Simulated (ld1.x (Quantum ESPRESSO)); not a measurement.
Values are calculated unless marked as measured or tabulated.
**Hardness and transferability of assorted potentials**

Generated with ld1.x 7.5 (TM, RRKJ, ultrasoft, PAW), atompaw 4.2 or ONCVPSP 4.0.1. The cutoff is in Ry: for ld1.x and atompaw files where the sum of valence levels is converged to 10 mRy in a Bessel basis, for ONCV files where the hardest occupied wave has 1 mHa per electron of residual kinetic energy. The error is the largest all-electron minus pseudo excitation energy over each file’s own four to seven test configurations (ionisations up to +4, promotions, holes and added fractions of an electron), all of which were solved. The labels leave out finer settings (local radius, basis sizes, second energies), which also bear on the numbers. Spin-polarised tests are not counted. The rows are a selection from randomly drawn settings: files with unsolved tests, undetermined cutoffs or missed reference levels are left out.

A true bound ghost makes a file unfit for plane-wave use even where its test errors are small: the radial tests pick states by their node count and pass the ghost by.

```csv
element,potential,cutoff (Ry),largest error (meV),bound ghosts
Mn,"TM, PBEsol, fully relativistic, rc 2.65/2.90/2.05 (spd), local smoothed, core correction no, reference 3d5 4s2 4p0",70,-67,none
Mo,"TM, PBE, scalar-relativistic, rc 1.56/1.68/2.06 (spd), local smoothed, core correction yes, reference 4s2 4p6 4d4 5s0 5p0",60,+403,none
Sn,"TM, PBEsol, fully relativistic, rc 1.45/1.80/1.95 (spd), local smoothed, core correction no, reference 5s2 5p2",45,-21,"d3/2, d5/2, s, p3/2, p1/2"
Sb,"TM, LDA (PZ), scalar-relativistic, rc 1.60/2.10 (sp), local s, core correction yes, reference 5s1.75 5p3.25",30,-405,none
I,"TM, PBEsol, fully relativistic, rc 1.80/1.85 (sp), local s, core correction yes, reference 5s2 5p3",35,-52,d
Au,"TM semilocal, PBE, scalar-relativistic, rc 2.35/1.35/2.05 (spd), local d, core correction yes, reference 5p6 5d10 6s1 6p0",100,-137,none
Au,"TM, LDA (PZ), scalar-relativistic, rc 1.85/0.95/1.50 (spd), local s, core correction no, reference 5p6 5d10 6s1 6p0",160,-585,none
```

(1) Fill in the row for Ga: ultrasoft, PBE, scalar-relativistic, rc 1.90/2.15/2.05 (spd), local smoothed, core correction yes, reference 4s2 4p0.75.

Results:

(1) cutoff 8 Ry, largest error -172 meV, bound ghosts: none.
